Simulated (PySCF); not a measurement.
**Property card for `CC(C)[SiH2]S[SiH3]`**

Compound: C3H12SSi2.
Bonds: C1–C2, C2–C3, C2–Si4, Si4–S5, S5–Si6. Hydrogens: H7, H8, H9 on C1; H10 on C2; H11, H12, H13 on C3; H14, H15 on Si4; H16, H17, H18 on Si6.

Structural features include: Si–H bond and C–Si bond.

**GFN2-xTB geometry**

```
Point group of the GFN2-xTB geometry                  : C1
Rotational constants A, B, C of the GFN2-xTB geometry : 4.665, 0.795, 0.713 GHz
```

From CAM-B3LYP/def2-SVPD ground state and vertical TDDFT (core frozen in the response) (PySCF):

```
Dipole moment                                                     : 1.12 D
HOMO energy                                                       : -8.42 eV
LUMO energy                                                       : 0.84 eV
HOMO–LUMO gap                                                     : 9.26 eV
Lowest singlet excitation                                         : 6.06 eV (205 nm, f = 0.018)
Strongest line among the 8 lowest singlet transitions             : S6 at 7.47 eV (166 nm, f = 0.049)
Lowest triplet excitation (Tamm–Dancoff)                          : 5.71 eV
Static isotropic polarisability                                   : 112.1 au
Electronic spatial extent ⟨r²⟩ about the centre of nuclear charge : 1663 bohr²
```

Monoisotopic mass (most abundant isotopes): 136.0198 u.

The principal polarisabilities are 91.5, 103.6 and 141.4 au; their mean is the isotropic value. S1 lies 3.20 eV below the HOMO–LUMO gap; its leading configuration is HOMO→LUMO, weight 0.96. The largest Löwdin shares of the HOMO are 0.70 on S5, 0.09 on Si6 and 0.09 on Si4. With B = h/(8π²I), that is 505.379 GHz u Å² over I, the principal moments of inertia are 108.3, 635.4 and 709.0 u Å² (most abundant isotopes). The rotational constants make it an asymmetric top with κ = (2B − A − C)/(A − C) = -0.96, nearer the prolate limit (−1). A dipole of 1.12 D is allowed in C1, and pure rotational transitions are dipole-allowed. In wavenumbers S1 is 48800 cm⁻¹ (1 eV = 8065.54 cm⁻¹). No computed singlet falls in the visible range (750 to 380 nm, 1.65 to 3.26 eV); S1 lies 2.80 eV above its blue end.

One conformer (not necessarily the lowest) at the GFN2-xTB geometry, without solvent, vibrations or thermal averaging.

Shape of the structure used: `[CH3:1][CH:2]([CH3:3])[SiH2:4][S:5][SiH3:6]`: C1–C2–Si4–S5 180°, C2–Si4–S5–Si6 -171°.
